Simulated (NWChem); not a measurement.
System meant: AgI; SMILES [Ag][I]

Here is an NWChem input.

```
start job
memory heap 200 mb stack 900 mb global 1100 mb
geometry units angstroms noautoz
  Ag     0.000000     0.000000    -1.359627
  I      0.000000     0.000000     1.205532
end
basis spherical
  Ag library def2-svp
  I library def2-svp
end
ecp
  Ag library def2-ecp
  I library def2-ecp
end
dft
  xc pbe0
  iterations 4
  mulliken
end
task dft energy
```

End of the output:

```
    Atom       Charge   Shell Charges
 -----------   ------   -------------------------------------------------------
    1 Ag  19    18.99   0.00  0.93  1.01  0.44  0.20  5.59  0.51  0.25  8.65  1.41  0.00
    2 I   25    25.01   1.25  0.73  1.03  0.77  2.77  3.18  2.48  2.77  9.48  0.54

 center of mass
 --------------
 x =   0.00000000 y =   0.00000000 z =   0.06185617

 moments of inertia (a.u.)
 ------------------
        1363.430236393872           0.000000000000           0.000000000000
           0.000000000000        1363.430236393872           0.000000000000
           0.000000000000           0.000000000000           0.000000000000

     Multipole analysis of the density
     ---------------------------------

     L   x y z        total         alpha         beta         nuclear
     -   - - -        -----         -----         ----         -------
     0   0 0 0     -0.000000    -22.000000    -22.000000     44.000000

     1   1 0 0     -0.000000     -0.000000     -0.000000      0.000000
     1   0 1 0     -0.000000     -0.000000     -0.000000      0.000000
     1   0 0 1     -1.936920     -5.040316     -5.040316      8.143712

     2   2 0 0    -34.876495    -17.438248    -17.438248      0.000000
     2   1 1 0      0.000000      0.000000      0.000000      0.000000
     2   1 0 1     -0.000000     -0.000000     -0.000000      0.000000
     2   0 2 0    -34.876495    -17.438248    -17.438248      0.000000
     2   0 1 1      0.000000      0.000000      0.000000      0.000000
     2   0 0 2    -28.632359   -141.904254   -141.904254    255.176150

 ------------------------------------------------------------------------
 dft energy failed                                                                                  0
 ------------------------------------------------------------------------
 ------------------------------------------------------------------------
  current input line :
    20: task dft energy
 ------------------------------------------------------------------------
 ------------------------------------------------------------------------
 This type of error is most commonly associated with calculations not reaching convergence criteria
 ------------------------------------------------------------------------
 For more information see the NWChem manual at https://nwchemgit.github.io

0:dft energy failed:Received an Error in Communication
```

Task: What is wrong, and how is it mended?

Result: Convergence was not reached. Cause: the SCF was allowed too few iterations. This input runs:
```
start job
memory heap 200 mb stack 900 mb global 1100 mb
geometry units angstroms noautoz
  Ag     0.000000     0.000000    -1.359627
  I      0.000000     0.000000     1.205532
end
basis spherical
  * library def2-svp
end
ecp
  Ag library def2-ecp
  I library def2-ecp
end
dft
  xc pbe0
  iterations 150
  mulliken
end
task dft energy
```
It converges to -444.70889 Ha (PBE0/def2-SVP with def2 effective core potentials on Ag, I).
